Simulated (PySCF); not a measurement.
## How methods differ on the ionisation energy of Cu¹⁸⁺

Cu¹⁸⁺ [Ne] 3s1 [3s1/2^1, M_J = 1/2] → Cu¹⁹⁺ [Ne], as a difference of total energies. Computed with PySCF 2.14 in an uncontracted even-tempered set (19 s from 1.9 bohr⁻², ratio 2.4; 13 p from 2.4 bohr⁻², ratio 2.4; 5 d from 8.2 bohr⁻², ratio 2.6; 4 f from 12 bohr⁻², ratio 2.6), with the two-component X2C-1e Hamiltonian. Correlated levels: 1s2 frozen; the 52 highest virtual spinors dropped. "Screened" scales the spin-orbit matrix elements by Boettger's factors to mimic the two-electron term; Breit and QED terms are absent.

```csv
method,ionisation energy (eV)
GHF (screened spin-orbit),669.95
GMP2 (screened spin-orbit),670.57
```

How much does correlation contribute at GMP2 (screened spin-orbit)?

670.57 − (669.95) = 0.62 eV, measured against GHF (screened spin-orbit).

For comparison: 670.61 eV (semi-empirical (NIST evaluation); NIST Atomic Spectra Database, ionization energies).
